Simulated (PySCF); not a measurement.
System: sum formula HfH3I (charge 0, singlet). 
Geometry from a B3LYP-D3(BJ)/def2-TZVP (Ansatz) optimisation:
```
Hf
H 1 1.8426
H 1 1.8426 2 108.25
H 1 1.8426 2 108.25 3 117.13
I 1 2.7127 2 110.66 3 -121.43
```
Charge 0, spin multiplicity 1.

Dispersion corrections to the total energy (kcal/mol) from the dftd3 and dftd4 libraries through PySCF: D3(BJ) without and D4 with the three-body term, each with the damping fitted for the functional named.

| functional | D3(BJ) | D4 |
|---|---|---|
| HF | -16.65 | -5.61 |
| TPSS | -2.58 | -2.74 |
| r2SCAN | -0.55 | -0.48 |
| revPBE | (withheld) | -4.22 |
| LC-wPBE | -2.36 | -2.41 |
| B2PLYP | -2.44 | (withheld) |
| PBE0 | (withheld) | -1.82 |

Task: Some entries are withheld; supply them.

Result: 
- revPBE, D3(BJ): -3.93
- B2PLYP, D4: -1.44
- PBE0, D3(BJ): -1.89
